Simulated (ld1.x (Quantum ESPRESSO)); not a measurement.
Pseudopotential generation for scandium (Sc): PAW, PBEsol, scalar-relativistic.

| Quantity | Value |
| --- | --- |
| Element | Sc |
| Generator | ld1.x (Quantum ESPRESSO) 7.5 |
| Type | PAW |
| Functional | PBEsol |
| Relativity | scalar-relativistic |
| Frozen core | [Ar] |
| Valence charge | 3 |
| Reference configuration | 3d1 4s2 4p0 |
| Partial waves | 4s (bound): rcut 1.90, rcutus 2.30 bohr; 4s channel at 0.1 Ry: rcut 1.90, rcutus 2.30 bohr; 4p (bound, empty): rcut 2.65, rcutus 3.40 bohr; 4p channel at 1.95 Ry: rcut 2.65, rcutus 3.40 bohr; 3d (bound): rcut 1.35, rcutus 1.80 bohr; 3d channel at 1.15 Ry: rcut 1.35, rcutus 1.80 bohr |
| Local potential | all-electron potential smoothed inside 1.60 bohr (lloc = -1) |
| Core correction | Bessel-smoothed model core, default radius (core density twice the valence density) |
| Augmentation charge | PSQ, inside the norm-conserving radii |

All-electron outer shells of the reference configuration (PBEsol, scalar-relativistic, ld1.x):

```json
{"shell": "3s", "level (eV)": "-54.88", "outermost node (bohr)": "0.42", "outermost maximum (bohr)": "0.92"}
{"shell": "3p", "level (eV)": "-33.55", "outermost node (bohr)": "0.39", "outermost maximum (bohr)": "0.97"}
{"shell": "4s", "level (eV)": "-4.19", "outermost node (bohr)": "1.33", "outermost maximum (bohr)": "3.10"}
{"shell": "3d", "level (eV)": "-3.25", "outermost node (bohr)": "–", "outermost maximum (bohr)": "1.10"}
{"shell": "4p", "level (eV)": "-1.45", "outermost node (bohr)": "1.49", "outermost maximum (bohr)": "4.03"}
```

Does this generation succeed?

No. ld1.x (Quantum ESPRESSO) 7.5 stopped with "run_pseudo: Errors in PS-KS equation": the pseudo-atom solver did not find the valence states with the expected number of nodes, which is the usual sign of a ghost state. Before that it printed "Warning: n=1, l=0 expected 0 nodes, found 1".
